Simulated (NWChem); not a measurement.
System: CH3BClIO; SMILES ClB(OC)I

```xyz
8

B     -0.0450     0.9995     0.0000
Cl     1.3909     2.0070     0.0000
I      0.1916    -1.1460     0.0000
O     -1.2311     1.5935     0.0000
C     -2.5209     1.0302     0.0000
H     -3.0567     1.3808     0.8937
H     -3.0567     1.3808    -0.8937
H     -2.4865    -0.0699     0.0000
```
Atoms are numbered in this order, from 1.

Program: NWChem. Pople sets run with spherical d functions. The geometry was optimised at PBE0/def2-SVP (def2 core potentials past Kr). Not confirmed as a minimum by frequencies.

For level TPSS/6-311G**, non-relativistic:

| Item | Result |
|---|---|
| highest occupied level (eV) | -6.67 |
| orbital gap (eV) | 5.26 |
| dipole (D) | 2.75 |

### Question
Estimate the same quantities for level TPSS/STO-3G, non-relativistic.

### Answer
highest occupied level (eV): -4.19
orbital gap (eV): 5.63
dipole (D): 3.50
